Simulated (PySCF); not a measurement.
CH3BeClO, singlet, geometry from GFN2-xTB (such geometries of metal compounds can be far from the true shape). Base run: PBE/def2-SVP, polarisability in PySCF.

Input for PySCF:
```python
from pyscf import gto, scf, dft
from pyscf.prop import polarizability

mol = gto.Mole()
mol.atom = '''
    Be    0.094615    0.082820    0.123137
    Cl    1.101042    0.396428    1.562728
    O    -0.674982   -0.217534   -0.963851
    C    -1.452056   -0.560957   -2.052227
    H    -1.507053    0.276706   -2.753278
    H    -1.014497   -1.424708   -2.560921
    H    -2.462425   -0.816542   -1.720551
'''
mol.basis = 'def2-svp'
mol.charge = 0
mol.spin = 0
mol.verbose = 4
mol.build()

mf = dft.RKS(mol)
mf.xc = 'pbe'
mf.kernel()
alpha = mf.Polarizability().polarizability()[2, 2]
print('alpha_zz =', alpha)
```

Task: The base was run again with changes. Order these runs by alpha_zz (bohr³), lowest first: basis = aug-cc-pVDZ | basis = cc-pVDZ | basis = def2-SVPD | basis = def2-TZVP | basis = STO-3G | functional = camb3lyp.

Result: basis = STO-3G (alpha_zz (bohr³) 30.13), functional = camb3lyp (alpha_zz (bohr³) 41.12), basis = cc-pVDZ (alpha_zz (bohr³) 46.43), basis = def2-TZVP (alpha_zz (bohr³) 50.37), basis = def2-SVPD (alpha_zz (bohr³) 54.73), basis = aug-cc-pVDZ (alpha_zz (bohr³) 55.12)

Finite-field rows take the second difference of the energy in a field along z; a small field with loose convergence shows SCF noise divided by the square of the field, and a large one adds hyperpolarisability.
